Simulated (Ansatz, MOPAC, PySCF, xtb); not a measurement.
Torsion H3–Si1–Si2–H4 in H4Si2 (SMILES [SiH][SiH3]); at each angle all else is relaxed with GFN2-xTB, and the levels are single points there.
Geometry at 80° (charge 0, multiplicity 1):
```xyz
6

Si     1.528    -0.897    -0.116
Si    -0.548     0.040     0.078
H      2.434     0.296    -0.062
H     -0.948     0.568    -1.240
H     -0.951     1.106     1.010
H     -1.491    -1.056     0.367
```

On the grid 0° to 120°, 0° is the highest and 80° the lowest point at CCSD(T)/CBS(cc-pV(T+d)Z, cc-pV(Q+d)Z).

Frozen-core correlation. CBS(a, b) extrapolates the correlation energy as X⁻³ and adds the Hartree–Fock energy of set b. Rows in 6-31G* carry no dispersion term and start afresh at each structure (6-31G* with six Cartesian d functions). The state that PM3 reach isn't checked.

Run with Ansatz (a first-principles code); MOPAC for PM3 (differences of heats of formation); PySCF for 6-31G* rows, the dispersion terms; xtb for the GFN methods. Each number belongs to the level named beside it.

```csv
level,energy at 0° less that at 80° (kcal/mol)
GFN-FF,0.31
PM3,-0.49
BP86/6-31G*,-0.08
r2SCAN-D4/def2-TZVPP,-0.10
B3LYP/6-31G*,[?]
PBE0-D4/def2-TZVPP,[?]
SCS-MP2/cc-pV(D+d)Z,0.26
SCS-MP2/cc-pV(T+d)Z,0.25
"CCSD(T)/CBS(cc-pV(T+d)Z, cc-pV(Q+d)Z)",0.28
```

Task: Complete the blanks.

Result: 
- B3LYP/6-31G*, energy at 0° less that at 80° (kcal/mol): 0.07
- PBE0-D4/def2-TZVPP, energy at 0° less that at 80° (kcal/mol): 0.01
